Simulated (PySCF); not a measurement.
Species: C₃H₇FPSi₂ (doublet state).
Structure used (GFN2-xTB), in Å, numbered top down from 1:
```xyz
14
C3H7FPSi2 angstrom
C      2.9429    1.6252    0.0913
C      1.9652    0.5866    0.3172
C      1.1615   -0.3039    0.4775
Si    -0.1068   -1.5711    0.8533
Si    -2.0851   -1.4113   -0.2788
F     -3.0401   -2.4770    0.4926
P     -2.9836    0.6104    0.1205
H      3.4062    1.9119    1.0355
H      2.4623    2.5003   -0.3458
H      3.7180    1.2706   -0.5885
H      0.5990   -2.8585    0.9410
H     -2.3725   -1.8276   -1.6628
H     -3.7348    0.6551   -1.0382
H     -1.9328    1.2887   -0.4669
```

The hyperfine couplings belong to this conformer and change with its torsions.

As a line formula: `CC#C[SiH][Si@@H](F)P` [radical].

Method: UKS B3LYP, pcH-1 on C F H P Si, non-relativistic, mean-field spin-orbit, GIAO in PySCF. Geometry: GFN2-xTB, one conformer, isolated molecule. GFN2-xTB frequencies show an imaginary mode (23i cm⁻¹), so this geometry is no minimum at that level. The geometry wasn't refined by DFT: couplings that depend on bond lengths, twists or pyramidal angles can differ widely from those at the functional's own minimum, by a factor of two or more for some ions and for spin on atoms past the first row. No stability test was run, so a lower SCF solution isn't excluded.

(1) What is the g tensor, term by term?

(2) Average each term over the three axes. Which is largest in size?

(3) What are the electron Larmor frequencies g μB B/h along the three axes at 1200 mT?

(4) What effective moment and Curie constant follow for a powder?

(5) In a frozen sample, at which fields do the three g values resonate at 9.5, 34, 94 and 263 GHz (hyperfine left aside), and which band first spreads them over more than twice a line width of 0.5 mT?

Results:

(1) 
```json
{"Δg (ppm)": "relativistic mass correction", "1": "-129", "2": "-129", "3": "-129"}
{"Δg (ppm)": "gauge correction", "1": "18", "2": "38", "3": "35"}
{"Δg (ppm)": "orbital Zeeman/spin–orbit", "1": "-194", "2": "1352", "3": "2614"}
{"Δg (ppm)": "total", "1": "-304", "2": "1262", "3": "2521"}
```

So g = 2.00202, 2.00358, 2.00484 and g_iso = 2.00348; the tensor is rhombic: the two nearest values differ by 45 % of g3 − g1. Axes: g2 points within 5° of the Si4–Si5 bond.

(2) The orbital-Zeeman/spin–orbit term 1258, the mass correction -129 and the gauge correction 31 ppm, for a total of 1160 ppm. The orbital-Zeeman/spin–orbit term is the largest in size. The mass correction is the same along every axis, so the anisotropy comes from the other two: their spans along these axes are 20 (gauge) and 2808 ppm (orbital Zeeman/spin–orbit).

(3) 33.6248, 33.6511, 33.6723 GHz for g1, g2 and g3, a range of 47.4 MHz.

(4) With the mean of g² = 4.0139 and S(S+1) = 0.75: μ_eff = √(⟨g²⟩S(S+1)) = 1.735 μB and χT = 0.12505·⟨g²⟩·S(S+1) = 0.376 cm³ K/mol (cgs; spin-Hamiltonian part alone).

(5) 
| band | GHz | B(g3) mT | B(g2) mT | B(g1) mT | spread mT |
| --- | --- | --- | --- | --- | --- |
| X | 9.5 | 338.56 | 338.77 | 339.04 | 0.48 |
| Q | 34.0 | 1211.68 | 1212.44 | 1213.39 | 1.71 |
| W | 94.0 | 3349.94 | 3352.04 | 3354.66 | 4.73 |
| J | 263.0 | 9372.69 | 9378.58 | 9385.92 | 13.23 |

The spread grows in proportion to the frequency. Q band is the first where it exceeds 1.0 mT.

The largest Mulliken spin populations are on Si4 (+0.87), C2 (+0.20) and C3 (-0.12). The positive populations add up to 1.16 and the negative ones to -0.16, together 2S = 1. The angles at Si4 add up to 343.7°, so it is pyramidal.

The HOMO–LUMO gaps are 4.85 eV among the α and 3.98 eV among the β orbitals.
